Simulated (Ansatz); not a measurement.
Reactions of C$_{2}$H$_{5}$BSn, SMILES `[BH2][SnH2][C]#C`.

Gas-phase electronic energies from Ansatz, PBE0-D4/def2-TZVP geometries. CCSD(T)/CBS is the MP2 limit (def2-TZVPP, def2-QZVPP) plus CCSD(T) − MP2 in def2-TZVPP, frozen cores. This one scheme is used for every species. Functionals use def2-TZVPP. B3LYP here is the variant with VWN-RPA as its local correlation; programs differ in this. Elements past krypton have def2 core potentials. For Se, Sn outer-core shells are correlated without core-valence functions, which leaves a few kJ/mol of doubt a bond. Scalar relativity is left out up to krypton. One conformer a species, not always the lowest.

```
                                                                                 reaction  CCSD(T)/CBS(def2) (kcal/mol)
`[BH2][SnH2][C]#C` + `[OH][AlH][CH2]O[SiH3]` → `[BH2][SnH2][SiH3]` + `C#CO[CH2][AlH][OH]`                             ?
                                `[BH2][SnH2][C]#C` + `C=CCl` → `BC(=C)Cl` + `C#[C][SnH3]`                          -8.4
                              `[BH2][SnH2][C]#C` + `NC=O` → `[BH2][SnH2][NH2]` + `C#CC=O`                          18.7
                     `[BH2][SnH2][C]#C` + `F[SiH2][SeH]` → `B[Se][SiH2]F` + `C#[C][SnH3]`                             ?
                      `[BH2][SnH2][C]#C` + `C[SiH](N)Cl` → `BN[SiH](C)Cl` + `C#[C][SnH3]`                         -34.0
                                            `[BH2][SnH2][C]#C` + H₂ → `C#[C][SnH3]` + BH₃                          -4.9
                                  `[BH2][SnH2][C]#C` + `FBCF` → `BCBF` + `C#[C][SnH2][F]`                         -46.0
            `[BH2][SnH2][C]#C` + `O[SiH2][SiH2]Cl` → `C#[C][SnH2][Cl]` + `B[SiH2][SiH2]O`                           1.6
                                  `[BH2][SnH2][C]#C` + `CF` → `[BH2][SnH2][CH2]F` + `C#C`                          13.4
                                        `[BH2][SnH2][C]#C` + H–F → `C#[C][SnH2][F]` + BH₃                             ?
```

Q: Fill in the missing values. (Estimate.)

A: The calculation gave: `[BH2][SnH2][C]#C` + `[OH][AlH][CH2]O[SiH3]` → `[BH2][SnH2][SiH3]` + `C#CO[CH2][AlH][OH]`: +31.5 kcal/mol; `[BH2][SnH2][C]#C` + `F[SiH2][SeH]` → `B[Se][SiH2]F` + `C#[C][SnH3]`: -22.6 kcal/mol; `[BH2][SnH2][C]#C` + H–F → `C#[C][SnH2][F]` + BH₃: -13.5 kcal/mol.

Largest T1 diagnostic: 0.016, for `NC=O`.
